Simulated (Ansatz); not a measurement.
Coupled-cluster diagnostics for NiF₂, Ansatz.

Geometry of the triplet (PBE-D4/def2-TZVP):

```xyz
3

Ni    0.000    0.000    0.000
F     1.309    0.881   -0.660
F    -1.309   -0.881    0.660
```

Correlated methods freeze 7 core orbitals; core or outer-core shells of Ni are correlated, in sets that lack core-valence functions.

Geometry of the charge 0 singlet (PBE-D4/def2-TZVP):

| atom | x (Å) | y (Å) | z (Å) |
| --- | --- | --- | --- |
| Ni1 | 0.0000 | 0.0000 | 0.0000 |
| F2 | -0.7396 | -0.6829 | -1.4037 |
| F3 | 0.7396 | 0.6829 | 1.4037 |

Estimate the CCSD(T) correlation energy, the shares of MP2 and (T), T1 and the reference's ⟨S²⟩ for: charge 0, triplet, own geometry in def2-TZVPP; charge 0, triplet, own geometry in def2-TZVPD; charge 0, singlet, own geometry in def2-TZVPP; charge 1, quartet, vertical in def2-TZVPP; charge -1, doublet, vertical in def2-TZVPD; and the rough time on 2 threads of Intel Xeon Platinum 8488C on a shared host.


```tsv
state	basis	correlation (eV)	MP2 share (%)	(T) share (%)	T1	⟨S²⟩ (pure)	wall time	remarks
charge 0, triplet, own geometry	def2-TZVPP	-31.985	100.3	2.7	0.031	2.01 (2.00)	50 s	–
charge 0, triplet, own geometry	def2-TZVPD	-28.426	100.7	2.6	0.028	2.01 (2.00)	48 s	–
charge 0, singlet, own geometry	def2-TZVPP	-32.807	99.6	3.0	0.028	0.00 (0.00)	16 s	restricted SCF unstable
charge 1, quartet, vertical	def2-TZVPP	-32.406	94.1	4.7	0.101	3.76 (3.75)	2.3 min	large T1
charge -1, doublet, vertical	def2-TZVPD	-29.951	98.6	2.8	0.067	1.51 (0.75)	51 s	large T1, spin-contaminated
```
Customary marks for T1 are 0.02 (closed shells), 0.045 (open shells) and about 0.05 (3d metals). T1 exceeds 0.02 in 5 of 5 rows and 0.045 in 2; the higher it lies, the less the single-reference result can be trusted.
